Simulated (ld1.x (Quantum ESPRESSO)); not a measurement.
**revPBE PAW dataset for Sc (Z = 21), scalar-relativistic all-electron reference.**

| Quantity | Value |
| --- | --- |
| Element | Sc |
| Generator | ld1.x (Quantum ESPRESSO) 7.5 |
| Type | PAW |
| Functional | revPBE |
| Relativity | scalar-relativistic |
| Frozen core | [Ne] |
| Valence charge | 11 |
| Reference configuration | 3s2 3p6 3d1 4s2 4p0 |
| Partial waves | 3s (bound): rcut 1.40, rcutus 1.50 bohr; 4s (bound): rcut 1.40, rcutus 1.50 bohr; 3p (bound): rcut 1.60, rcutus 1.80 bohr; 4p (bound, empty): rcut 1.60, rcutus 1.80 bohr; 3d (bound): rcut 1.55, rcutus 1.90 bohr; 3d channel at 3.3 Ry: rcut 1.55, rcutus 1.90 bohr |
| Local potential | all-electron potential smoothed inside 1.60 bohr (lloc = -1) |
| Core correction | Bessel-smoothed model core inside 0.95 bohr |
| Augmentation charge | BG, radius 1.10 bohr |

What the tests gave:

```json
{
  "Configuration tests": "test run stopped at test 1 of 7 (negative rho)",
  "Lowest eigenvalue of the overlap operator": "-0.94 (s channel); it is negative, so in a basis up to 400 Ry S is not positive definite and the file is unfit for use"
}
```

The ghost test of this file was not conclusive. Its overlap operator is not positive definite in a basis up to 400 Ry (lowest eigenvalue s -0.94, p -0.19), so the file is unfit for use: the generalised eigenproblem breaks down once the basis is large enough, and its test numbers describe a broken file.

Generation and tests took about 1.3 s on one core of a shared server CPU.
